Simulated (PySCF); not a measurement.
SMILES C[SiH2][SiH2]N at its GFN2-xTB optimised geometry (Å):

```
13

C      1.6338    -1.6084     0.0000
Si    -0.2701    -1.6084     0.0000
Si    -1.1575     0.5201     0.0000
N      0.1609     1.6327    -0.0999
H      2.0303    -1.1674     0.9112
H      2.0340    -2.6158    -0.0744
H      2.0236    -1.0365    -0.8375
H     -0.6904    -2.3896     1.1765
H     -0.7046    -2.3983    -1.1626
H     -1.9702     0.8689    -1.1709
H     -2.0340     0.7601     1.1669
H      0.9571     1.5095     0.5046
H     -0.0360     2.6158    -0.1959
```

Calculation: B3LYP/def2-TZVP (PySCF 2.14.0).

Map of the log10 of the electron density (e/bohr³), floored at −4 on the plane z = 1.5 Å:

```
|0000000000000000000000000|
|0000000000000000000000000|
|0000000000000000000000000|
|0000000000000000000000000|
|0000000000011100000000000|
|0000000001223221000000000|
|0000011222344433100000000|
|0000123444445554310000000|
|0001245665555555310000000|
|0001357887655554310000000|
|0002468998655443210000000|
|0002468997654332221000000|
|0001356777654333333200000|
|0000235566554444555320000|
|0000023445555456776430000|
|0000002346666556787531000|
|0000001357887656776431000|
|0000001468998655665320000|
|0000001468997644443210000|
|0000001357886533332100000|
|0000000245665321111000000|
|0000000023333210000000000|
|0000000001111000000000000|
|0000000000000000000000000|
|0000000000000000000000000|
```
Scale: ten equal steps from -4.00 (start of '0') to -0.997 (end of '9'), in the order '0123456789'; x runs from -5.00 to 5.00, y from -5.00 (bottom) to 5.00 (top).
